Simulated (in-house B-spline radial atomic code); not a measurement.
A radial electron density 4πr²n(r) was computed for an atom or ion in its tabulated ground configuration with a B-spline radial code for spherical atoms; method: non-relativistic Hartree-Fock, average of configuration. Columns: r (bohr), 4πr²n(r) (electrons per bohr), bar.

```
 0.00271   0.8523 #
 0.00322    1.173 ##
 0.00383     1.61 ##
 0.00456      2.2 ###
 0.00543    2.987 ####
 0.00646    4.016 #####
 0.00769    5.353 #######
 0.00915    7.046 #########
  0.0109    9.165 ############
   0.013    11.74 ################
  0.0154    14.63 ####################
  0.0184       18 ########################
  0.0219    21.45 #############################
   0.026    24.72 #################################
   0.031    27.55 #####################################
  0.0368    29.39 #######################################
  0.0439    29.96 ########################################
  0.0522    29.13 #######################################
  0.0621     27.2 ####################################
  0.0739    24.95 #################################
   0.088    23.47 ###############################
   0.105    23.81 ################################
   0.125    26.26 ###################################
   0.148    29.83 ########################################
   0.177    32.88 ############################################
    0.21    32.96 ############################################
    0.25    29.04 #######################################
   0.298       22 #############################
   0.354    14.86 ####################
   0.422     10.4 ##############
   0.502    9.852 #############
   0.597    11.47 ###############
   0.711    12.37 #################
   0.846     10.8 ##############
    1.01    7.276 ##########
     1.2    3.768 #####
    1.43    1.418 ##
     1.7   0.3826 #
    2.02  0.06964 
     2.4  0.00798 
    2.86 0.0005037
```

Q: Which atom or ion is it?
A. V7+
B. Mn8+
C. Ni8+
D. Mn7+

A: D. The area under the curve, ∫4πr²n dr = ∫r·4πr²n d(ln r) on this logarithmic grid, is 18 electrons, which only this option has. The configuration is [Ne] 3s2 3p6.
